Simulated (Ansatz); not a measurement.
Input for Ansatz (an electronic-structure program): R-r2SCAN/def2-TZVPPD on CH9NSi (a complex), monomers drawn apart or pushed together. Files ending in .json are basis or fitting sets from the Basis Set Exchange.

Ansatz 0.2 input:
```yaml
crystal:
  periodic: [false, false, false]
  atoms:
    - {symbol: Si, position_ang: [-0.02219163, -0.12477800, -0.06855816]}
    - {symbol: H, position_ang: [0.04119118, 1.22432503, 0.53590559]}
    - {symbol: H, position_ang: [0.28310070, -0.03283706, -1.51421110]}
    - {symbol: H, position_ang: [-1.38115579, -0.68414839, 0.11005087]}
    - {symbol: H, position_ang: [0.96689538, -1.00720420, 0.58927622]}
    - {symbol: C, position_ang: [0.73867921, 0.35062549, 6.34010159]}
    - {symbol: N, position_ang: [-0.57731329, -0.20328832, 6.03142885]}
    - {symbol: H, position_ang: [1.28783940, -0.35651213, 6.96360891]}
    - {symbol: H, position_ang: [0.61495968, 1.26608522, 6.92061834]}
    - {symbol: H, position_ang: [1.36244778, 0.58618654, 5.46733593]}
    - {symbol: H, position_ang: [-0.50085024, -1.06902094, 5.51242973]}
    - {symbol: H, position_ang: [-1.12604481, 0.43840616, 5.47300174]}
basis:
  gaussian:
    orbitals: def2-TZVPPD.json
hamiltonian:
  xc: {name: r2SCAN}
scf: {lower_state_search: off}
```

Problem. What total energy does the run end on?

Solution. -387.6908 hartree.
